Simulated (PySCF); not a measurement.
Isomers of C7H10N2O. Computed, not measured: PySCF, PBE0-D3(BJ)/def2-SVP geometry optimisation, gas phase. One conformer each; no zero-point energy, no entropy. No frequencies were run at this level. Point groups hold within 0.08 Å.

**Question.** Rank from lowest to highest electronic energy at this level (kcal/mol).
A. `[CH3:1][CH2:2][c:3]1[cH:4][c:5]([CH:6]=[O:7])[n:8][n:9]1[CH3:10]` with C1–C2–C3–C4 -3°, C4–C5–C6–O7 0°
B. `[CH3:1][O:2][c:3]1[cH:4][cH:5][n:6][n:7]1[CH:8]1[CH2:9][CH2:10]1` with C1–O2–C3–C4 0°, N6–N7–C8–C9 -29°

**Answer.** A (0.0), B (29.5).

As drawn, the lower has a C=O bond, which the higher lacks; the higher has a three-membered ring, which the lower lacks.

| SMILES | E (Eh) | E rel (kcal/mol) | dipole (D) | point group | A, B, C (MHz) |
| --- | --- | --- | --- | --- | --- |
| CCc1cc(C=O)nn1C | -456.63592 | 0.0 | 5.74 | near Cs | 2072, 945.4, 657.3 |
| COc1ccnn1C1CC1 | -456.58884 | 29.5 | 2.93 | near Cs | 2301, 1081, 785.1 |

**Question.** How do the relative energies change in single points at PBE0/pcSseg-1 (no added dispersion term) on the same geometries?

**Answer.** 
```json
{"SMILES": "CCc1cc(C=O)nn1C", "PBE0-D3(BJ)/def2-SVP (kcal/mol)": "0.0", "PBE0/pcSseg-1 (kcal/mol)": "0.0", "shift": "0.0"}
{"SMILES": "COc1ccnn1C1CC1", "PBE0-D3(BJ)/def2-SVP (kcal/mol)": "29.5", "PBE0/pcSseg-1 (kcal/mol)": "31.9", "shift": "+2.4"}
```

Each column counts from its own lowest isomer. The order is unchanged; the largest shift is 2.4 kcal/mol.
